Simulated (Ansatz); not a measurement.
Ansatz results at the PBE0-D4/def2-TZVP geometry: LUMO energy (ωB97M-V/def2-TZVPP) 1.47 eV; LUMO energy (PBE0/def2-TZVPP) -0.38 eV; HOMO energy (PBE/def2-TZVPP) -6.22 eV.

Each molecule was computed in one conformer, which needn't be the lowest.

Q: Which molecule gave them?
A. `BNC(F)S`
B. `N[SiH2]C1O[SiH2]1`
C. `C/C=C/CCl`
D. `C=C=C[O][InH][CH3]`

A: A. The others give `N[SiH2]C1O[SiH2]1`: 1.18, -0.55, -5.72; `C/C=C/CCl`: 1.95, -0.17, -6.33; `C=C=C[O][InH][CH3]`: 0.52, -0.90, -4.87.
